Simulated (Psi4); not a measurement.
A dimer, H3ClSi ··· H3ClSi (SMILES [SiH3]Cl and [SiH3]Cl); the first 5 atoms form monomer A.

```
10

Si    -0.1323     0.0036     0.0068
Cl     1.9305    -0.0529    -0.0990
H     -0.6802    -0.7638    -1.1286
H     -0.5661     1.4124    -0.0661
H     -0.5519    -0.5993     1.2868
Si     3.7094     2.7136     5.9154
Cl     1.7057     3.2139     5.8480
H      4.3915     3.3595     4.7772
H      3.8283     1.2455     5.8219
H      4.2693     3.1957     7.1930
```

Task: What interaction energy does SAPT0/jun-cc-pVDZ, frozen core (Psi4) give, and which attractive term is the largest?

Result: Total -0.19 kcal/mol: electrostatics -0.13, exchange 0.00, induction 0.00, dispersion -0.05. The most attractive term is electrostatics.
